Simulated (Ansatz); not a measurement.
A structure relaxed at PBE-D4/def2-SVP in Ansatz, charge 0, singlet:

```xyz
6

Ti   -1.4920    0.8383    0.7561
Ti    1.3096    0.6209    0.5875
Ti   -0.8960   -0.6066   -1.0714
Si   -0.0897    1.7781   -1.0044
Si   -0.1870   -1.1449    1.3074
Si    1.3552   -1.4859   -0.5752
```

**Question.** Give its formula.

**Answer.** Ti₃Si₃.

**Question.** Summarise the bond lengths by kind (pairs closer than 1.2 times the sum of covalent radii, bridged metal pairs left out).

**Answer.** 8 × Si–Ti 2.41 to 2.54 Å; 3 × Ti–Ti 2.40 to 3.02 Å; 1 × Si–Si 2.46 Å.

The restricted singlet is unstable towards broken spin symmetry at other levels; at PBE-D4/def2-SVP this wasn't settled. The relaxation made no stability test and no search for a lower SCF solution. At PBE-D4/def2-SVP a triplet of charge 0 lies 0.46 eV below the restricted singlet, each at its own geometry. The structure comes from a short search, and lower isomers may exist.
